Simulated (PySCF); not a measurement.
Isomers of C7H14P2, mass 160.057 u with the commonest isotopes. Theory: PBE0/pcSseg-1 in PySCF (dipole) on a GFN2-xTB geometry, gas phase. One conformer each, none proved a minimum here; rigid rotors.

Question: Order these by rotational constant B, smallest first.
A. `[CH3:1][P:2]([CH3:3])[PH:4][C:5]1=[CH:6][CH2:7][CH2:8][CH2:9]1` with C1–P2–P4–C5 81°, P2–P4–C5–C6 -113°, C5–C6–C7–C8 -12°, C6–C7–C8–C9 19°, C7–C8–C9–C5 -19°, P4–C5–C9–C8 -168°
B. `[CH3:1][CH:2]([CH3:3])[C:4]1=[CH:5][CH2:6][P:7]([PH2:8])[CH2:9]1` with C1–C2–C4–C5 -104°, C6–P7–P8–H -88° and 180°, C4–C5–C6–P7 -16°, C5–C6–P7–P8 -75°, C6–P7–C9–C4 -22°, C2–C4–C9–P7 -161°
C. `[CH2:1]=[CH:2][CH2:3][P:4]([CH2:5][PH2:6])[CH:7]1[CH2:8][CH2:9]1` with C1–C2–C3–P4 111°, C2–C3–P4–C5 -73°, C3–P4–C5–P6 -177°, P4–C5–P6–H 50° and -42°, C3–P4–C7–C8 -155°
D. `[CH2:1]=[C:2]([CH3:3])/[P:4]=[P:5]\[C:6]([CH3:7])([CH3:8])[CH3:9]` with C1–C2–P4–P5 -86°

Answer: A (642.4 MHz), B (784.3 MHz), D (824.8 MHz), C (881.0 MHz).

Question: Order these by rotational constant C, largest first.
A. `[CH2:1]=[CH:2][P:3]1(=[CH2:4])[CH2:5][CH2:6][PH:7][CH2:8][CH2:9]1` with C1–C2–P3–C4 -94°, C2–P3–C5–C6 164°, P3–C5–C6–P7 -70°, C5–C6–P7–C8 70°, C6–P7–C8–C9 -70°
B. `[CH3:1][CH:2]([CH3:3])[C:4]1=[CH:5][CH2:6][P:7]([PH2:8])[CH2:9]1` with C1–C2–C4–C5 -104°, C6–P7–P8–H -88° and 180°, C4–C5–C6–P7 -16°, C5–C6–P7–P8 -75°, C6–P7–C9–C4 -22°, C2–C4–C9–P7 -161°
C. `[CH3:1][P:2]([CH3:3])[PH:4][C:5]1=[CH:6][CH2:7][CH2:8][CH2:9]1` with C1–P2–P4–C5 81°, P2–P4–C5–C6 -113°, C5–C6–C7–C8 -12°, C6–C7–C8–C9 19°, C7–C8–C9–C5 -19°, P4–C5–C9–C8 -168°
D. `[CH2:1]=[CH:2][CH2:3][P:4]([CH2:5][PH2:6])[CH:7]1[CH2:8][CH2:9]1` with C1–C2–C3–P4 111°, C2–C3–P4–C5 -73°, C3–P4–C5–P6 -177°, P4–C5–P6–H 50° and -42°, C3–P4–C7–C8 -155°
E. `[CH2:1]=[C:2]([CH3:3])/[P:4]=[P:5]\[C:6]([CH3:7])([CH3:8])[CH3:9]` with C1–C2–P4–P5 -86°

Answer: A (776.0 MHz), E (722.6 MHz), B (694.2 MHz), C (626.6 MHz), D (545.2 MHz).

Question: Order these by out-of-plane moment Σ m c² = (Ia + Ib − Ic)/2, smallest first.
A. `[CH2:1]=[C:2]([CH3:3])/[P:4]=[P:5]\[C:6]([CH3:7])([CH3:8])[CH3:9]` with C1–C2–P4–P5 -86°
B. `[CH3:1][C:2]1=[CH:3][P:4]([P:5]([CH3:6])[CH3:7])[CH2:8][CH2:9]1` with C3–P4–P5–C6 175°, C2–C3–P4–P5 85°, C3–P4–C8–C9 21°, P4–C8–C9–C2 -26°, C1–C2–C9–C8 -163°
C. `[CH3:1][CH:2]([CH3:3])[C:4]1=[CH:5][CH2:6][P:7]([PH2:8])[CH2:9]1` with C1–C2–C4–C5 -104°, C6–P7–P8–H -88° and 180°, C4–C5–C6–P7 -16°, C5–C6–P7–P8 -75°, C6–P7–C9–C4 -22°, C2–C4–C9–P7 -161°
D. `[CH3:1][P:2]([CH3:3])[PH:4][C:5]1=[CH:6][CH2:7][CH2:8][CH2:9]1` with C1–P2–P4–C5 81°, P2–P4–C5–C6 -113°, C5–C6–C7–C8 -12°, C6–C7–C8–C9 19°, C7–C8–C9–C5 -19°, P4–C5–C9–C8 -168°
E. `[CH2:1]=[CH:2][P:3]1(=[CH2:4])[CH2:5][CH2:6][PH:7][CH2:8][CH2:9]1` with C1–C2–P3–C4 -94°, C2–P3–C5–C6 164°, P3–C5–C6–P7 -70°, C5–C6–P7–C8 70°, C6–P7–C8–C9 -70°
F. `[CH2:1]=[CH:2][CH2:3][P:4]([CH2:5][PH2:6])[CH:7]1[CH2:8][CH2:9]1` with C1–C2–C3–P4 111°, C2–C3–P4–C5 -73°, C3–P4–C5–P6 -177°, P4–C5–P6–H 50° and -42°, C3–P4–C7–C8 -155°

Answer: F (32.82 u·Å²), B (78.03 u·Å²), C (92.19 u·Å²), D (96.15 u·Å²), A (105.15 u·Å²), E (107.69 u·Å²).

```
             SMILES  point group  Ia (u·Å²)  Ib (u·Å²)  Ic (u·Å²)      κ  μa (D)  μb (D)  μc (D)
C=C(C)/P=P\C(C)(C)C           C1     296.97     612.70     699.37  -0.79    0.20    2.91    0.27
     CP(C)PC1=CCCC1           C1     212.21     786.65     806.57  -0.98    0.36    0.58    0.05
   CC(C)C1=CCP(P)C1           C1     267.99     644.35     727.95  -0.85    0.92    0.27    0.23
     C=CCP(CP)C1CC1           C1     418.94     573.61     926.92   0.02    0.02    1.52    0.80
   CC1=CP(P(C)C)CC1           C1     243.97     638.60     726.52  -0.86    0.81    0.14    0.57
    C=CP1(=C)CCPCC1           C1     255.54     611.13     651.28  -0.92    1.15    0.66    1.42
```
